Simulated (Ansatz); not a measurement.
`BC(F)OC` + H₂Te → `COC(F)[TeH]` + BH₃ at 400 K and 1 bar (substitution at a C–B bond).

Gas-phase electronic energies from Ansatz, PBE0-D4/def2-TZVP geometries. CBS: MP2 limit from def2 TZ/QZ plus the TZ coupled-cluster correction, frozen cores. This one scheme is used for every species. Elements past krypton have def2 core potentials. For Te outer-core shells are correlated without core-valence functions, which leaves a few kJ/mol of doubt a bond. Each species was taken in one conformer, which may not be the lowest.

```json
{"species": "`BC(F)OC`", "CCSD(T)/CBS energy (Eh)": "-279.42140", "H − E (kJ/mol)": "247.9", "S (J/(mol·K))": "364.7"}
{"species": "H₂Te", "CCSD(T)/CBS energy (Eh)": "-268.91024", "H − E (kJ/mol)": "45.0", "S (J/(mol·K))": "239.1"}
{"species": "`COC(F)[TeH]`", "CCSD(T)/CBS energy (Eh)": "-521.76601", "H − E (kJ/mol)": "212.4", "S (J/(mol·K))": "391.4"}
{"species": "BH₃", "CCSD(T)/CBS energy (Eh)": "-26.55200", "H − E (kJ/mol)": "82.6", "S (J/(mol·K))": "199.4"}
```

H − E and S are ideal-gas, rigid-rotor, harmonic terms from PBE0-D4/def2-TZVP, for one conformer and one mirror image of each species. 1 Eh = 2625.50 kJ/mol, R = 8.31446 J/(mol·K).

Task: By hand: ΔE, ΔH, ΔS and ΔG.

Result: ΔE = (-521.76601) + (-26.55200) − (-279.42140) − (-268.91024) = 0.01363 Eh = 35.8 kJ/mol. Δ(H − E) = 212.4 + 82.6 − 247.9 − 45.0 = 2.1, so ΔH = 37.9 kJ/mol. ΔS = 391.4 + 199.4 − 364.7 − 239.1 = -13.0 J/(mol·K). ΔG = 37.9 − 400 × (-13.0)/1000 = 43.1 kJ/mol.

Task: By hand: the equilibrium constant, and the temperature at which ΔG would vanish if ΔH and ΔS stayed fixed.

Result: log₁₀ K = −ΔG/(RT ln 10) = -5.6. ΔH and −TΔS have one sign here, so there is no such temperature.

The number of gas molecules stays the same, so ΔS is small and ΔH decides. A doubt of 5 kJ/mol in ΔE shifts log₁₀ K by 0.7 here. Other conformers and mirror images would add mixing entropy, several J/(mol·K) or more a flexible species. These are equilibria of isolated gas molecules and say nothing of rates. Largest T1 diagnostic: 0.012 (customary marks: 0.02 for closed shells, 0.045 for open ones).
